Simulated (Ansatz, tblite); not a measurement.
Forces on CrPb₁₂ at its PBE-D4/def2-SVP geometry. Total charge 0; singlet.

In the def2 sets Pb takes a core potential; there is no spin–orbit coupling. The xTB rows come from tblite. Single mean-field runs in def2-TZVP are fitted with def2-universal-jkfit. The restricted singlet is unstable towards broken spin symmetry at other levels; at PBE-D4/def2-TZVP this wasn't settled. Another isomer (singlet) lies 2.89 eV lower at PBE0-D4/def2-TZVP; other spin states weren't run for this one.

GFN1-xTB (tblite), largest force 1.29 eV/Å:

```xyz
13
positions Å, forces eV/Å
Cr   -0.957   -1.675    1.551   -0.024   -0.046    0.051
Pb   -2.166    1.413   -2.033    0.813   -0.572    0.802
Pb    2.434    1.817    1.265   -0.932   -0.704   -0.470
Pb    1.237    2.163   -2.003   -0.339   -0.596    0.552
Pb   -2.404   -1.880   -1.080    0.619    0.656   -0.135
Pb   -0.771    3.124    0.673    0.279   -1.237   -0.220
Pb    1.920   -1.491    2.075    0.132    0.623   -0.549
Pb   -0.244    0.757    3.124    0.288    0.267   -0.787
Pb    0.174   -0.963   -3.141   -0.076    0.349    1.213
Pb    3.012   -0.695   -1.112   -1.182    0.224    0.471
Pb   -2.882    0.425    1.212    0.258    0.602   -0.539
Pb    0.055    0.093   -0.085   -0.098   -0.156    0.144
Pb    0.591   -3.086   -0.446    0.262    0.590   -0.534
```

GFN2-xTB (tblite), largest force 1.68 eV/Å:

```
Cr 0.580 1.001 -0.923
Pb 0.961 -0.815 1.100
Pb -1.240 -0.999 -0.493
Pb -0.472 -0.826 0.765
Pb 1.082 1.012 0.108
Pb 0.291 -1.642 -0.187
Pb -0.308 0.880 -0.976
Pb 0.303 0.086 -1.403
Pb -0.155 0.334 1.627
Pb -1.529 0.184 0.674
Pb 0.896 0.445 -0.755
Pb -0.525 -0.894 0.827
Pb 0.116 1.234 -0.365
```

PBE-D4/def2-TZVP (Ansatz), largest force 0.13 eV/Å:

```
Cr 0.022 0.043 -0.041
Pb 0.081 -0.050 0.078
Pb -0.095 -0.071 -0.052
Pb -0.050 -0.087 0.081
Pb 0.068 0.064 0.017
Pb 0.027 -0.117 -0.026
Pb -0.058 0.048 -0.082
Pb 0.007 -0.008 -0.100
Pb -0.004 0.037 0.120
Pb -0.112 0.024 0.042
Pb 0.114 -0.016 -0.044
Pb 0.013 0.017 -0.014
Pb -0.012 0.116 0.021
```
